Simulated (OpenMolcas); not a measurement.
# In II: from CASSCF to CASPT2

```yaml
Program: OpenMolcas
Basis: ANO-RCC-VTZP [7s6p4d2f1g]
Scalar_Hamiltonian: DKH2, point nucleus
Active_space: 2 electrons in 4 orbitals (5s 5p)
State_averaging: 2S+1 = 3 even, 3 roots; 2S+1 = 1 even, 7 roots; 2S+1 = 3 odd, 3 roots; 2S+1 = 1 odd, 3 roots
Spin-orbit_coupling: RASSI with atomic mean-field integrals over the reference wave functions, term energies averaged over their components
```

Methods on the same reference wave functions:
A. CASSCF
B. SS-CASPT2, IPEA 0.25 Eh, imaginary shift 0.1 Eh (closed shells correlated: 4d)
C. MS-CASPT2, IPEA 0.25 Eh, imaginary shift 0.1 Eh (closed shells correlated: 4d)
D. XMS-CASPT2, IPEA 0.25 Eh, imaginary shift 0.1 Eh (closed shells correlated: 4d)

Energies in cm-1 above 5s2 1S0, the measured ground level; measured values from NIST Handbook of Basic Atomic Spectroscopic Data.

```csv
Level,A,B,C,D,Measured
5s2 1S0,0.0,0.0,0.0,0.0,0.0
5s 5p 3P* 0,36972,41680,42290,43680,42276
5s 5p 3P* 1,37869,42560,43180,44560,43351
5s 5p 3P* 2,39781,44480,45100,46490,45830
5s 5p 1P* 1,65553,62630,63250,64260,63038
5p2 3P0,96205,101580,102200,103520,101608
5p2 3P1,97316,102790,103410,104730,103249
5p2 1S0,123246,120600,121840,122770,121289
```

Deviations, from unrounded energies. A percentage is the sum of absolute deviations over the sum of measured energies, with the sign that they share, or ± where signs differ.

```csv
Against measurement,Levels,A,B,C,D
mean absolute deviation (cm-1),7,4700,620,350,1300
other configurations (%),7,±6.3,-0.8,±0.5,+1.8
```

C lies closest to measurement on these levels and A furthest from it. The largest miss of C in the table is 5s 5p 3P* 2, by -730 cm-1. The ranking rests on the paired levels alone, and a cruder setting can come out closer through cancelling errors.

Among B to D the level of the table that moves most is 5p2 1S0, by 2200 cm-1 (lowest in B, highest in D). Moves below CASPT2's spread within the term are not significant.

The lowest spin-free term lies below A's lowest term by 0.423 hartree in B, 0.425 hartree in C, 0.433 hartree in D.

CASPT2 breaks the degeneracy within a term, and the mean is taken; among the terms shown or strongly mixed into the levels shown the widest spread is 170 cm-1 (5s 5p 1P*, D). Over all roots computed the reference weight is 0.86 to 0.93 in D; the roots of lowest weight are the least certain, and an intruder state may touch them. The ¹D term of p² mixes with s d, which this space lacks. Without dynamic correlation excited terms often stand tens of per cent too high (terms of higher spin than the ground term too low), and those without a measured partner can miss by more than the paired ones (holds for A). Computed and measured levels are paired by configuration, term and J; levels that our copy of the source lacks, or whose pairing is in doubt (as where it misses far off the trend of its configuration), stay unpaired and out of the deviations. Levels of configurations outside the active space are missing. Levels that lie high or do not pair safely by name in every column are left out.

* marks odd parity.
